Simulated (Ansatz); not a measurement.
Reaction (ligand exchange at the Si–O bond): `O[Si](Cl)(Cl)Cl` + H₂Se → `Cl[Si](Cl)(Cl)[SeH]` + H₂O

Computed with Ansatz on PBE0-D4/def2-TZVP structures; ΔE is electronic, products minus reactants. CBS: MP2 limit from def2 TZ/QZ plus the TZ coupled-cluster correction, frozen cores. This one scheme is used for every species. Functionals use def2-TZVPP. HSE06 is defined as in plane-wave codes. For Se outer-core shells are correlated without core-valence functions, which leaves a few kJ/mol of doubt a bond. Scalar relativity is left out up to krypton. One conformer a species, not always the lowest.

| level | ΔE (kJ/mol) |
| --- | --- |
| r2SCAN-D4 | 50.9 |
| HSE06-D4 | 39.4 |

(1) What does CCSD(T)/CBS give? (Best estimate.)

Largest T1 diagnostic among the species: 0.009.

Results:

(1) Computed: +43.6 kJ/mol. The listed levels differ from it by 7.3, -4.2 kJ/mol.

Leaving LDA and LC-ωPBE aside and taking each functional with its dispersion term where it has one, the values, not all of them listed here, spread over 25.0 kJ/mol, from revPBE-D4 to CAM-B3LYP-D4. LDA lies +6.0 kJ/mol from PBE without D4. At CCSD(T), def2-SVP lies +12.2 kJ/mol from the extrapolated value and def2-TZVPP +8.7 kJ/mol. In def2-TZVPP, CCSD(T) changes the Hartree–Fock value by −20.7 kJ/mol (the triples alone add −3.7 kJ/mol) and MP2 by −28.4 kJ/mol.
